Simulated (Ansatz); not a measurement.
Basis-set extrapolation for BF3H2S (PBE0-D4/def2-TZVP geometry, frozen core, Ansatz). Multiplicity 1, RHF reference.

|  | cc-pV(T+d)Z | cc-pV(Q+d)Z |
| --- | --- | --- |
| HF | -722.041303 | -722.071412 |
| MP2 correlation | -1.036522 | -1.129593 |
| CCSD(T) correlation | -1.093193 | -1.184554 |

Energies in hartree. Use E(X) = E(∞) + A·exp(−5.46·√X) for Hartree–Fock and E(X) = E(∞) + B·X^(−3.05) for correlation, with X = 3 and 4.

What is the CCSD(T) energy at the basis-set limit?

HF limit: -722.071412 + (-0.030109) × 0.30130 = -722.08048. Correlation limit: -1.184554 + (-0.091361) × 0.71189 = -1.24959. Total: -723.33007 hartree, 122.7 kcal/mol below CCSD(T)/cc-pV(T+d)Z.
